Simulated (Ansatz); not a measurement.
C₄H₄F₄, SMILES `FC/C=C(/F)C(F)F`, relaxed with RKS PBE0-D4/def2-TZVP in Ansatz 0.2.0 from a PBE-D4/def2-SVP geometry. The force threshold is 0.005 eV/Å; the program also tests the step.

The species carries charge 0 and has multiplicity 1.

Start:

```xyz
12

F    -1.569   -1.049   -0.543
C    -0.461   -0.933   -1.368
C     0.644   -0.098   -0.805
C     0.727    0.552    0.370
F     1.842    1.248    0.664
C    -0.287    0.626    1.482
F     0.264    0.121    2.630
F    -0.600    1.938    1.719
H    -0.079   -1.959   -1.584
H    -0.794   -0.501   -2.341
H     1.525   -0.009   -1.465
H    -1.211    0.064    1.240
```

Problem. How much energy does the relaxation release, and in how many steps? (Estimate.)

Solution. Computed: 1.40 kcal/mol, in 4 steps.

Problem. Which bonds change most? (Best estimate.)

Solution. The calculation gave: C3–C4 from 1.345 to 1.323 Å; C6–H12 from 1.108 to 1.088 Å; C2–H9 from 1.116 to 1.096 Å; C2–H10 from 1.116 to 1.096 Å.

Problem. Give the relaxed structure. (An estimate is asked.)

Solution. Computed: 
```xyz
12

F    -1.554   -1.045   -0.552
C    -0.451   -0.927   -1.368
C     0.639   -0.097   -0.796
C     0.715    0.538    0.361
F     1.822    1.231    0.652
C    -0.286    0.620    1.470
F     0.264    0.129    2.609
F    -0.593    1.920    1.704
H    -0.078   -1.938   -1.571
H    -0.785   -0.495   -2.318
H     1.507   -0.007   -1.445
H    -1.200    0.072    1.253
```
